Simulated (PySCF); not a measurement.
Work out the structure from these simulated measurements.

Formula: C6H7OP.

- 13C NMR: chemical shifts (computed TMS as zero) by class: 213.8 (1 C), 170.0 (1 C), 143.2 (1 C), 133.7 (1 C), 130.2 (1 C), 52.9 (1 C) ppm [GIAO HF/pcSseg-1]
- Rotational structure: rotational constants A, B, C: 3.490, 1.463, 1.038 GHz [PBE0-D3(BJ)/def2-SVP]
- UV, strongest line: among the 10 lowest singlet transitions: S4 at 5.84 eV (212 nm, f = 0.399) [TDDFT CAM-B3LYP/def2-SVPD]
- 1H NMR: chemical shifts (computed TMS as zero) by class: 8.86 (1 H), 7.87 (1 H), 7.73 (1 H), 7.63 (1 H), 3.75 (3 H) ppm [GIAO HF/pcSseg-1]
- Valence photoelectron: vertical ionisation energy: 8.35 eV [ΔSCF CAM-B3LYP/def2-SVPD]
- Polarisability: 99.9 au [CAM-B3LYP/def2-SVPD]

Gas-phase values; electronic properties from PySCF, density fitting. Levels stand in brackets. NMR shifts are as computed; neighbouring signals can stand in another order in a measured spectrum. Isolated species at its PBE0-D3(BJ)/def2-SVP geometry (one conformer only). Each NMR value is the plain mean over a class of atoms that symmetry, rotation or inversion makes alike.

Question: Give a SMILES that accounts for the data.

Answer: Numbering: `[CH3:1][O:2][c:3]1[cH:4][cH:5][cH:6][cH:7][p:8]1`. 6 carbons fall into 6 classes; from least to most shielded: aromatic carbon bearing oxygen [C3] (213.8 ppm), aromatic CH carbon [C7] (170.0 ppm), aromatic CH carbon [C5] (143.2 ppm), aromatic CH carbon [C6] (133.7 ppm), aromatic CH carbon [C4] (130.2 ppm), methoxy carbon [C1] (52.9 ppm). Hydrogen classes from least to most shielded: 1 H on an aromatic CH carbon, C7 (8.86 ppm), 1 H on an aromatic CH carbon, C5 (7.87 ppm), 1 H on an aromatic CH carbon, C4 (7.73 ppm), 1 H on an aromatic CH carbon, C6 (7.63 ppm), 3 H on a methoxy carbon, C1 (3.75 ppm, a mean of values up to 0.6 ppm apart in this geometry). The first electron is taken from the HOMO, whose largest Löwdin shares are 0.24 on the phosphorus bonded to 2 C, 0.18 on the aromatic carbon bearing oxygen, 0.18 on the aryl ether oxygen and 0.14 on an aromatic CH carbon. The optimised geometry has point group Cs and is an asymmetric top. Structure: `p1ccccc1OC`. Computed isomers that give other values at the same levels: `C=Cc1occ(C)p1` (vertical ionisation energy: 7.98 eV). The assignments are read from this structure; whether some other isomer fits the data as well wasn't checked.

Conformer computed: `[CH3:1][O:2][c:3]1[cH:4][cH:5][cH:6][cH:7][p:8]1`: C1–O2–C3–C4 -179°.
